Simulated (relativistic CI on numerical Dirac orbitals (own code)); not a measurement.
# Ir²⁺: resonant inelastic scattering at the N6,7 edge

Computed with this model: Dirac-Coulomb-Breit CI, orbitals from a KLI potential per configuration, model QED (radiative potential, 1s self-energy scaled to tabulated hydrogen-like ionisation energies), valence Slater integrals scaled by 0.7, Kramers-Heisenberg scattering through one core-hole configuration in a parametric crystal field; configurations [Xe] 4f14 5d7 → [Xe] 4f13 5d8; 300 K; core-hole width 0.18 eV; summed over polarisations. Incident energies are the highest absorption maxima for each field (at most a few, so the weaker spin-orbit partner edge can be absent), on the computed scale of the free ion. Intensities are in per cent of the strongest line above 0.02 eV; levels within 1 cm⁻¹ are merged; final levels count from the ground level, the first row holds all elastic scattering, lines under 0.4 are left out and each table stops after 24 rows. The scale of the Slater integrals is a model choice and moves the terms in proportion.

Field parameters in Wybourne normalisation: D4h B²₀ = −7Ds, B⁴₀ = 21(Dq − Dt), B⁴₄ = 21√(5/14) Dq; Td as Oh with Dq negative (B⁴₀ = 21Dq, B⁴₄ = √(5/14) B⁴₀). The field is a parameter set, without covalency.

S is read from ⟨S²⟩ = S(S + 1).

D4h, 10Dq = 32850, Ds = -280, Dt = -270 cm⁻¹:

```csv
Final level (eV),Degeneracy,Irrep,S,60.2 eV,61 eV,63.1 eV
0.000,2,Γ7,0.55,210.3,472.9,154.6
0.293,2,Γ6,0.56,12.8,39.0,46.2
2.666,2,Γ6,1.48,2.6,1.6,2.6
2.855,2,Γ7,1.44,26.2,7.0,6.8
2.885,2,Γ6,1.44,5.3,2.5,5.2
3.415,2,Γ7,1.49,1.5,0.8,2.4
3.434,2,Γ6,1.47,4.1,0.5,18.0
3.464,2,Γ7,1.47,47.3,9.8,51.8
3.854,2,Γ7,0.55,7.6,100.0,2.3
3.998,2,Γ6,0.56,2.7,63.7,2.4
4.365,2,Γ7,0.58,35.0,12.9,37.3
4.416,2,Γ6,0.58,6.1,8.1,12.6
4.526,2,Γ6,0.54,9.6,2.3,48.8
4.526,2,Γ7,0.54,3.0,32.8,3.2
4.767,2,Γ7,0.57,24.0,95.9,10.8
4.892,2,Γ6,0.56,0.2,7.9,1.3
5.047,2,Γ6,0.53,4.1,8.8,12.7
5.779,2,Γ7,0.55,0.2,6.8,0.7
6.187,2,Γ6,0.55,0.0,0.9,0.2
6.384,2,Γ7,0.54,0.2,1.0,0.5
7.116,2,Γ6,1.47,0.0,0.0,0.6
```

Td, 10Dq = -19250 cm⁻¹:

```tsv
Final level (eV)	Degeneracy	Irrep	S	59.6 eV	60 eV	62.5 eV
0.000	4	Γ8	1.46	437.6	521.6	276.9
1.115	4	Γ8	0.75	51.7	13.8	6.7
1.330	2	Γ6	0.67	15.7	18.9	0.2
1.483	4	Γ8	0.64	6.2	58.8	8.6
1.993	2	Γ7	0.73	0.8	6.8	4.0
2.304	4	Γ8	0.97	4.3	18.2	34.1
2.576	2	Γ6	1.42	29.5	4.7	11.3
2.601	4	Γ8	1.28	12.5	5.5	88.3
2.729	4	Γ8	1.33	80.3	21.6	100.0
2.743	2	Γ7	1.47	5.0	0.2	13.8
3.185	2	Γ6	1.30	0.2	13.9	0.6
3.460	4	Γ8	1.38	4.0	32.1	4.4
3.529	2	Γ7	1.32	0.2	0.6	0.3
3.538	4	Γ8	1.29	5.9	23.9	3.8
3.856	4	Γ8	0.56	26.4	4.5	20.7
3.922	4	Γ8	0.73	1.4	1.9	3.1
4.043	2	Γ7	0.56	3.1	3.4	2.0
4.156	2	Γ6	0.62	0.1	0.1	3.3
4.196	4	Γ8	0.75	1.0	1.0	3.5
4.526	4	Γ8	0.75	2.2	4.4	1.0
4.668	2	Γ6	0.54	0.9	0.2	0.1
4.887	4	Γ8	0.60	0.3	0.4	2.1
4.983	2	Γ7	0.89	0.0	0.4	0.7
5.515	2	Γ6	1.37	0.0	0.0	0.6
```

Td, 10Dq = -5150 cm⁻¹:

```tsv
Final level (eV)	Degeneracy	Irrep	S	59.1 eV	61.9 eV
0.000	4	Γ8	1.42	1896.7	114.2
0.361	4	Γ8	1.31	24.4	21.7
0.489	2	Γ6	1.28	18.3	4.0
0.999	4	Γ8	1.26	100.0	52.9
1.189	2	Γ7	1.43	1.0	43.9
1.209	2	Γ6	1.44	7.3	7.5
1.329	2	Γ7	1.24	0.2	8.8
1.359	4	Γ8	1.22	3.2	5.1
1.432	4	Γ8	1.18	13.2	45.8
1.746	4	Γ8	0.83	10.0	31.3
1.751	2	Γ6	0.84	2.8	7.3
1.918	4	Γ8	1.36	1.7	5.7
2.039	4	Γ8	1.27	4.0	11.9
2.192	4	Γ8	0.77	28.2	32.1
2.315	2	Γ7	1.44	0.3	13.2
2.347	2	Γ6	1.17	0.4	0.0
2.348	4	Γ8	0.76	1.7	3.5
2.417	2	Γ7	0.70	0.2	1.0
2.543	2	Γ6	0.57	1.4	0.3
2.601	4	Γ8	0.71	3.0	10.9
2.634	2	Γ7	0.68	0.4	3.2
2.656	4	Γ8	0.57	8.1	1.7
2.855	2	Γ6	0.53	2.5	0.3
3.122	4	Γ8	1.08	0.2	2.8
```

For the first field the strongest loss at the lowest incident energy is the level at 3.46 eV (S = 1.47, against 0.55 in the thermal ground state). Levels of other spin, the first over 8 % at 2.86 eV, appear because spin-orbit coupling of the core hole, and in heavier ions of the valence shell too, mixes spins.
